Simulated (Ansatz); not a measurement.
`FCOCC(F)F`, 12 atoms. The species carries charge 0 and has multiplicity 1. Hardware: A = 2 threads of an AMD EPYC 7R13 on a shared host; B = 2 threads of an AMD EPYC 7R13 on a shared host and a share of an NVIDIA H100 80 GB. Correlated methods freeze the cores. Open-shell runs search over several starts.

**Question.** Give the basis size and wall time and peak host memory of each of these runs in Ansatz. RKS revPBE-D4/def2-TZVPP energy [B]; RKS ωB97M-V/def2-QZVPP energy [B]; RHF-MP2/def2-QZVPP energy [B]; UHF-MP2/def2-QZVPP energy of the cation [B]; RKS PBE-D4/def2-TZVPP energy and forces [B]; RHF-CCSD(T)/def2-TZVPP energy [B]; UKS ωB97X-V/def2-TZVPP energy of the cation [B]; RKS B2PLYP (frozen core)/def2-TZVPP energy [B]; RKS PBE0-D4/def2-QZVPP energy [B]; RKS ωB97M-V/def2-SVP energy [A]; RKS PBE0-D4/def2-SVP energy [A]; UKS B2PLYP (frozen core)/def2-TZVPP energy of the cation [B]. (Best estimate.)

**Answer.** Ansatz gave: Other jobs shared the machine, so times are rough.

| level | job | functions | wall time | peak host memory (GiB) |
| --- | --- | --- | --- | --- |
| RKS PBE0-D4/def2-SVP | energy [A] | 123 | 1.9 s | 0.33 |
| RKS B2PLYP (frozen core)/def2-TZVPP | energy [B] | 287 | 2.9 s | 1.3 |
| RKS revPBE-D4/def2-TZVPP | energy [B] | 287 | 4.1 s | 0.82 |
| RKS PBE-D4/def2-TZVPP | energy and forces [B] | 287 | 4.8 s | 0.82 |
| RHF-MP2/def2-QZVPP | energy [B] | 549 | 5.5 s | 1.1 |
| RKS ωB97M-V/def2-SVP | energy [A] | 123 | 6.5 s | 0.43 |
| RHF-CCSD(T)/def2-TZVPP | energy [B] | 287 | 7 s | 0.83 |
| RKS PBE0-D4/def2-QZVPP | energy [B] | 549 | 9.5 s | 1.1 |
| UKS ωB97X-V/def2-TZVPP | energy of the cation [B] | 287 | 10 s | 1 |
| UKS B2PLYP (frozen core)/def2-TZVPP | energy of the cation [B] | 287 | 10 s | 1.4 |
| UHF-MP2/def2-QZVPP | energy of the cation [B] | 549 | 11 s | 1.2 |
| RKS ωB97M-V/def2-QZVPP | energy [B] | 549 | 13 s | 1.2 |
